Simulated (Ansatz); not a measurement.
C2H6OSi, SMILES `CO[Si]C`. Total charge 0; spin multiplicity 1.

```xyz
10

C     1.405   -0.651   -0.193
O     1.256    0.631    0.369
Si   -0.044    1.583    0.704
C    -1.517    0.517    0.125
H     1.906   -1.303    0.527
H     0.446   -1.099   -0.468
H     2.030   -0.580   -1.086
H    -1.569   -0.436    0.665
H    -1.458    0.285   -0.945
H    -2.453    1.053    0.301
```

Task: Give the diagnostics of a CCSD(T)/def2-TZVPP run (frozen core, the Gaussian-basis code of Ansatz). (Estimate.)

Result: Ansatz gave: T1 = 0.0140, largest single amplitude 0.036, largest double 0.085, (T) share of the correlation energy 3.8 %, 10 CCSD cycles. The RHF solution is unstable towards an unrestricted one. T1 lies under the customary mark of 0.02 for closed shells.
